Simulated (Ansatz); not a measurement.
Reaction (isomerisation): `F[SiH2]OC[SeH]` → `C[Se][SiH](O)F`

Program: Ansatz. Geometries: PBE0-D4/def2-TZVP. ΔE: electronic, gas phase. CBS: MP2 limit from def2 TZ/QZ plus the TZ coupled-cluster correction, frozen cores. Functionals use def2-TZVPP. For Se outer-core shells are correlated without core-valence functions, which leaves a few kJ/mol of doubt a bond. Scalar relativity is left out up to krypton. Each species was taken in one conformer, which may not be the lowest.

`F[SiH2]OC[SeH]`:

Z-matrix (Å, degrees):
```
Si
O 1 1.635
F 1 1.596 2 109.6
H 1 1.476 2 104.9 3 -116.8
H 1 1.476 2 113.1 3 119.8
C 2 1.392 1 128.1 3 -48.5
Se 6 1.963 2 115.7 1 -45.7
H 6 1.088 2 108.4 1 -167.2
H 6 1.093 2 111.3 1 72.5
H 7 1.469 6 94.6 2 -70.1
```

`C[Se][SiH](O)F`:

Cartesian coordinates in Å:
```
C -1.449 -0.033 -0.997
Se -0.963 1.107 0.525
Si 0.863 -0.086 1.095
O 1.980 -0.142 -0.092
F 1.440 0.641 2.391
H -0.648 -0.048 -1.732
H -1.675 -1.041 -0.656
H -2.341 0.411 -1.434
H 0.580 -1.496 1.419
H 2.212 0.686 -0.519
```

```
             level  ΔE (kJ/mol)  difference from CCSD(T)/CBS
            PBE-D4       -154.1                          3.9
           PBE0-D4       -157.8                          0.2
           ωB97M-V       -154.8                          3.2
               PBE       -154.0                          4.0
CCSD(T)/def2-TZVPP       -152.0                          6.0
     HF/def2-QZVPP       -146.5                         11.5
    MP2/def2-QZVPP       -164.9                         -6.9
      HF/CBS(def2)       -146.4                         11.6
     MP2/CBS(def2)       -167.7                         -9.7
    CCSD/CBS(def2)       -157.5                          0.5
       CCSD(T)/CBS       -158.0                            0
```

Largest T1 diagnostic among the species: 0.011.

From PBE to PBE0 (25 % exact exchange), in def2-TZVPP and without D4, ΔE moves by −3.7 kJ/mol. In def2-TZVPP, CCSD(T) changes the Hartree–Fock value by −4.9 kJ/mol (the triples alone add −0.5 kJ/mol) and MP2 by −14.6 kJ/mol.
